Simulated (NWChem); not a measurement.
# CH$_{3}$BrClIn; SMILES [Br][In]([Cl])[CH3]

```xyz
7

In     0.3074    -0.4903     0.0021
Cl    -1.6067    -1.8535    -0.0016
Br    -0.2697     1.9249    -0.0005
C      2.2991    -1.2726    -0.0034
H      2.9355    -0.6473     0.6364
H      2.6780    -1.2465    -1.0349
H      2.2832    -2.3080     0.3607
```
Atoms are numbered in this order, from 1.

Geometry: optimised at PBE0/def2-SVP. No frequency run checked for a minimum. def2 effective core potentials on In; no spin-orbit coupling.

Task: List the 4 lowest vertical singlet excitations from PBE0/def2-SVPD with def2 effective core potentials on In, TDA (NWChem).

Result: 
| state | energy (eV) | oscillator strength | leading excitation (squared amplitude) |
|---|---|---|---|
| S1 | 5.12 | 0.039 | HOMO → LUMO (0.89) |
| S2 | 5.24 | 0.007 | HOMO−1 → LUMO (0.97) |
| S3 | 5.35 | 0.001 | HOMO → LUMO+1 (0.97) |
| S4 | 5.54 | 0.070 | HOMO−2 → LUMO (0.69) |
